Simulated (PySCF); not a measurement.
PySCF input file for (3E)-penta-1,3-diene (C₅H₈), SMILES C=C/C=C/C, B3LYP-D3(BJ)/def2-SVP. Geometry: B3LYP-D3(BJ)/def2-SVP. Other conformers were not sampled.

```python
import numpy as np
from pyscf import gto, scf, dft, df
from pyscf.hessian import thermo

mol = gto.M(
    atom='''
    C     0.25895044   -2.53348537   -0.00000000
    C    -0.39506718   -1.36028007   -0.00000000
    C     0.24691391   -0.05356169    0.00000000
    C    -0.41701818    1.11675797    0.00000000
    C     0.21585424    2.47232990    0.00000000
    H     1.35292223   -2.57425039   -0.00000000
    H    -0.27441355   -3.48696142   -0.00000000
    H    -1.49220693   -1.36007633    0.00000000
    H     1.34464615   -0.04513191    0.00000000
    H    -1.51480090    1.08935611    0.00000000
    H    -0.09437280    3.05850552   -0.88336297
    H     1.31479930    2.40948852    0.00000000
    H    -0.09437280    3.05850552    0.88336296
    ''',
    basis='def2-SVP',
    charge=0,
    spin=0,
    max_memory=1600,
    verbose=3,
)
mf = dft.RKS(mol, xc='b3lyp').density_fit(auxbasis='def2-universal-jkfit')
mf.disp = 'd3bj'
mf.grids.level = 3
mf.conv_tol = 1e-11
mf.max_cycle = 100
mf.kernel()

# [left out here: the lines that compute and print the analytic Hessian (its translational invariance restored by hand, since the grid's response is missing), thermochemistry and intensities]
```

Log of the run:

```
converged SCF energy = -195.187946914595

WARN: DFTD3 does not support analytical Hessian, using finite difference


WARN: Mole.unit (angstrom) is changed to Bohr

Mode                                 0                   1                   2
Irrep
Freq [cm^-1]                      138.9748            199.3234            213.1258
Reduced mass [au]                   1.8844              2.5969              1.3650
Force const [Dyne/A]                0.0214              0.0608              0.0365
Char temp [K]                     199.9538            286.7819            306.6406
Normal mode                   x     y     z       x     y     z       x     y     z
       0   C                -0.00 -0.00 -0.12    0.11  0.06 -0.00    0.00  0.00  0.05
       1   C                 0.00  0.00  0.07   -0.06 -0.03  0.00   -0.00 -0.00 -0.02
       2   C                 0.00  0.00  0.13   -0.13  0.00  0.00   -0.00 -0.00 -0.13
       3   C                 0.00 -0.00  0.03   -0.07  0.03 -0.00   -0.00  0.00  0.04
       4   C                -0.00  0.00 -0.07    0.10 -0.05 -0.00    0.00 -0.00  0.04
       5   H                -0.00 -0.00 -0.20    0.11  0.23  0.00    0.00  0.00 -0.04
       6   H                -0.00  0.00 -0.20    0.26 -0.03 -0.00    0.00 -0.00  0.19
       7   H                 0.00  0.00  0.13   -0.05 -0.15 -0.00   -0.00 -0.00  0.09
       8   H                 0.00 -0.00  0.19   -0.13  0.00  0.00   -0.00 -0.00 -0.29
       9   H                 0.00 -0.00 -0.06   -0.08  0.13 -0.00   -0.00  0.00  0.19
      10   H                 0.22 -0.18 -0.27    0.20 -0.00 -0.00    0.33 -0.16 -0.18
      11   H                -0.00  0.00  0.20    0.10 -0.22 -0.00    0.00 -0.00  0.45
      12   H                -0.22  0.18 -0.27    0.20 -0.00  0.00   -0.33  0.16 -0.18
Mode                                 3                   4                   5
Irrep
Freq [cm^-1]                      261.9191            454.0774            483.8597
Reduced mass [au]                   1.9618              2.3079              3.6479
Force const [Dyne/A]                0.0793              0.2804              0.5032
Char temp [K]                     376.8432            653.3162            696.1664
Normal mode                   x     y     z       x     y     z       x     y     z
       0   C                 0.00  0.00 -0.02    0.03  0.05 -0.00    0.02 -0.14  0.00
       1   C                -0.00 -0.00  0.11   -0.13 -0.04 -0.00    0.03 -0.11 -0.00
       2   C                -0.00 -0.00 -0.04   -0.00 -0.09  0.00   -0.08  0.01  0.00
       3   C                -0.00  0.00 -0.16    0.13 -0.01  0.00    0.01  0.09  0.00
       4   C                 0.00 -0.00  0.07   -0.02  0.07 -0.00    0.02  0.14 -0.00
       5   H                 0.00  0.00 -0.31    0.04  0.29  0.00    0.01 -0.24  0.00
       6   H                 0.00 -0.00  0.14    0.24 -0.07 -0.00   -0.06 -0.10 -0.00
       7   H                -0.00 -0.00  0.37   -0.13 -0.06 -0.00    0.03 -0.18 -0.00
       8   H                -0.00 -0.00  0.04   -0.00 -0.26  0.00   -0.07  0.02  0.00
       9   H                -0.00  0.00 -0.27    0.13  0.00  0.00    0.00  0.18  0.00
      10   H                 0.08  0.16  0.15   -0.15  0.01  0.00   -0.00  0.13  0.00
      11   H                 0.00 -0.00  0.16   -0.01  0.29 -0.00    0.03  0.18 -0.00
      12   H                -0.08 -0.16  0.15   -0.15  0.01 -0.00   -0.00  0.13 -0.00
Mode                                 6                   7                   8
Irrep
Freq [cm^-1]                      648.0726            850.0100            906.2659
Reduced mass [au]                   1.2693              1.5771              1.4834
Force const [Dyne/A]                0.3141              0.6714              0.7178
Char temp [K]                     932.4322           1222.9751           1303.9149
Normal mode                   x     y     z       x     y     z       x     y     z
       0   C                -0.00 -0.00  0.01   -0.00 -0.00 -0.01    0.04  0.05 -0.00
       1   C                 0.00 -0.00 -0.12   -0.00 -0.00 -0.08    0.04  0.04 -0.00
       2   C                 0.00  0.00  0.02    0.00 -0.00  0.14   -0.10 -0.01  0.00
       3   C                 0.00  0.00  0.05   -0.00 -0.00 -0.07    0.05  0.02 -0.00
       4   C                -0.00  0.00  0.01   -0.00  0.00 -0.04    0.03 -0.09  0.00
       5   H                -0.00 -0.00 -0.38    0.00  0.00 -0.06    0.02 -0.29  0.00
       6   H                -0.00 -0.00  0.60    0.00 -0.00  0.31   -0.28  0.23  0.00
       7   H                 0.00  0.00  0.21   -0.00  0.00  0.01    0.04 -0.13  0.00
       8   H                 0.00  0.00  0.32    0.00 -0.00 -0.28   -0.10 -0.03 -0.00
       9   H                 0.00  0.00 -0.25   -0.00 -0.00  0.52    0.05  0.27  0.00
      10   H                -0.07 -0.12 -0.05    0.11  0.23  0.07   -0.27 -0.20  0.03
      11   H                 0.00  0.00 -0.10   -0.00 -0.00  0.13    0.05  0.31  0.00
[...]
Char temp [K]                    2498.0024           4331.0290           4414.1829
Normal mode                   x     y     z       x     y     z       x     y     z
       0   C                 0.03 -0.06 -0.00   -0.00 -0.00 -0.00   -0.00  0.00 -0.00
       1   C                -0.03  0.11  0.00   -0.00 -0.00 -0.00   -0.00 -0.00  0.00
       2   C                 0.05 -0.17  0.00    0.00  0.00  0.00   -0.00  0.00  0.00
       3   C                -0.05  0.15  0.00   -0.00  0.00  0.00   -0.00 -0.00  0.00
       4   C                -0.00 -0.02 -0.00   -0.01 -0.05 -0.00    0.00 -0.00  0.09
       5   H                 0.04  0.07 -0.00   -0.00  0.00 -0.00    0.00  0.00 -0.00
       6   H                -0.06 -0.01  0.00    0.00  0.00 -0.00   -0.00 -0.00  0.00
       7   H                -0.03 -0.13 -0.00    0.00  0.00 -0.00    0.00  0.00  0.00
       8   H                 0.06  0.17 -0.00   -0.01 -0.00  0.00   -0.00  0.00  0.00
       9   H                -0.06 -0.15 -0.00    0.02 -0.00  0.00    0.00 -0.00 -0.00
      10   H                -0.00 -0.05 -0.02   -0.18  0.32 -0.51   -0.20  0.36 -0.53
      11   H                 0.00  0.06  0.00    0.43 -0.03  0.00   -0.00  0.00  0.02
      12   H                -0.00 -0.05  0.02   -0.18  0.32  0.51    0.20 -0.36 -0.53
Mode                                27                  28                  29
Irrep
Freq [cm^-1]                     3111.4962           3125.8262           3129.8099
Reduced mass [au]                   1.0994              1.0895              1.0870
Force const [Dyne/A]                6.2708              6.2720              6.2734
Char temp [K]                    4476.7502           4497.3679           4503.0996
Normal mode                   x     y     z       x     y     z       x     y     z
       0   C                -0.00  0.00 -0.00    0.01 -0.01  0.00    0.01 -0.02 -0.00
       1   C                -0.00  0.00  0.00    0.03  0.00 -0.00    0.04  0.00  0.00
       2   C                 0.00  0.00  0.00   -0.07  0.00  0.00   -0.00 -0.00 -0.00
       3   C                 0.04  0.00  0.00    0.03 -0.00 -0.00   -0.06  0.00  0.00
       4   C                -0.08  0.02  0.00    0.01 -0.00 -0.00   -0.03  0.01  0.00
       5   H                 0.01  0.00 -0.00   -0.17  0.00  0.00   -0.21  0.00 -0.00
       6   H                -0.01 -0.01  0.00    0.08  0.14  0.00    0.11  0.18  0.00
       7   H                 0.05 -0.00  0.00   -0.33 -0.00 -0.00   -0.44  0.00  0.00
       8   H                -0.01 -0.00 -0.00    0.81  0.01  0.00    0.05 -0.00 -0.00
       9   H                -0.41 -0.01  0.00   -0.29 -0.01 -0.00    0.71  0.02  0.00
      10   H                 0.06 -0.13  0.21   -0.01  0.02 -0.03    0.03 -0.06  0.10
      11   H                 0.77 -0.05  0.00   -0.09  0.01 -0.00    0.33 -0.02  0.00
      12   H                 0.06 -0.13 -0.21   -0.01  0.02  0.03    0.03 -0.06 -0.10
Mode                                30                  31                  32
Irrep
Freq [cm^-1]                     3135.1499           3141.1961           3234.8867
Reduced mass [au]                   1.0706              1.0875              1.1168
Force const [Dyne/A]                6.1998              6.3224              6.8856
Char temp [K]                    4510.7826           4519.4819           4654.2817
Normal mode                   x     y     z       x     y     z       x     y     z
       0   C                 0.03 -0.04  0.00   -0.03  0.03  0.00   -0.08 -0.05  0.00
       1   C                 0.02  0.00 -0.00    0.06 -0.01 -0.00   -0.01  0.00  0.00
       2   C                 0.04  0.00  0.00    0.02 -0.00  0.00   -0.00  0.00  0.00
       3   C                 0.03  0.00 -0.00    0.01  0.00 -0.00    0.00 -0.00 -0.00
       4   C                 0.01 -0.00 -0.00    0.00 -0.00 -0.00   -0.00  0.00  0.00
       5   H                -0.53  0.01  0.00    0.49 -0.01  0.00    0.56 -0.03 -0.00
       6   H                 0.22  0.38  0.00   -0.15 -0.25 -0.00    0.36  0.65 -0.00
       7   H                -0.31 -0.00 -0.00   -0.71 -0.00 -0.00    0.09 -0.00 -0.00
       8   H                -0.47 -0.00  0.00   -0.20 -0.00  0.00    0.01  0.00  0.00
       9   H                -0.35 -0.01  0.00   -0.17 -0.00 -0.00    0.00 -0.00  0.00
      10   H                -0.01  0.02 -0.04   -0.00  0.01 -0.02    0.00 -0.00  0.00
      11   H                -0.13  0.01 -0.00   -0.05  0.00 -0.00    0.00  0.00 -0.00
      12   H                -0.01  0.02  0.04   -0.00  0.01  0.02    0.00 -0.00 -0.00
temperature 298.1500 [K]
pressure 101325.00 [Pa]
Rotational constants [GHz] 28.56812 2.14176 2.01741
Symmetry number 1
Zero-point energy (ZPE) 0.11272 [Eh]   295949.792 [J/mol]
                           tot       elec      trans        rot        vib
Entropy [J/mol/K]       315.737      0.000    161.392    106.142     48.203
Cv [J/mol/K]             88.657      0.000     12.472     12.472     63.713
Cp [J/mol/K]             96.971      0.000     20.786     12.472     63.713
Internal energy [J/mol]                      3718.434   3718.434 304554.408
Internal energy [Eh]   -195.06912  -195.18795
Enthalpy [J/mol]                             6197.391   3718.434 304554.408
Enthalpy [Eh]          -195.06817
Gibbs free energy [J/mol]                  -41921.640 -27927.821 290182.743
Gibbs free energy [Eh] -195.10403
static polarisability / bohr^3: [[ 52.216  -9.797   0.   ]
 [ -9.778 102.412  -0.   ]
 [  0.     -0.     31.014]]
largest difference of analytic and finite-field dipole derivatives / e: 0.0005664620587486069
mode   freq/cm-1   IR/(km/mol)   Raman/(A^4/amu)   depolarisation
   1      138.97         1.294             0.843            0.750
   2      199.32         1.742             0.822            0.706
   3      213.13         0.019             2.361            0.750
   4      261.92         1.853             1.221            0.750
   5      454.08         0.428             1.177            0.471
   6      483.86         0.010            11.805            0.267
   7      648.07         1.617             0.959            0.750
   8      850.01         7.297            15.395            0.750
   9      906.27         7.457             0.299            0.492
  10      922.82        30.680             5.082            0.750
  11      983.87        10.220             1.558            0.750
  12      984.96        11.563             0.630            0.633
  13     1047.12        27.835             0.473            0.750
  14     1052.53         1.291             3.233            0.750
  15     1106.15         0.054             0.467            0.301
  16     1206.07         1.289            62.601            0.418
  17     1281.66         1.855             0.112            0.711
  18     1306.86         0.216            64.050            0.383
  19     1321.19         2.668             0.796            0.386
  20     1394.93         2.100            59.491            0.442
  21     1431.83         6.080             6.844            0.362
  22     1449.45         6.924            17.888            0.750
  23     1460.72         7.317            70.076            0.529
  24     1680.38         4.424            26.420            0.242
  25     1736.20        17.019           437.071            0.288
  26     3010.21        32.534           333.298            0.085
  27     3068.01        16.377           165.162            0.750
  28     3111.50         4.228           107.071            0.730
  29     3125.83         1.056            97.721            0.268
  30     3129.81         7.188            38.224            0.162
  31     3135.15        37.558            34.772            0.163
  32     3141.20        13.479           139.159            0.159
  33     3234.89         9.950           105.078            0.637
max |gradient| / (hartree/bohr): 4.101464358045722e-05
APT charges: [-0.1539  0.1023 -0.06    0.0823  0.0268  0.0281  0.0284  0.0068  0.0042
 -0.0012 -0.0255 -0.0127 -0.0255]
```

The calculation finished and met its thresholds.

Cost: very roughly 4 core-minutes.
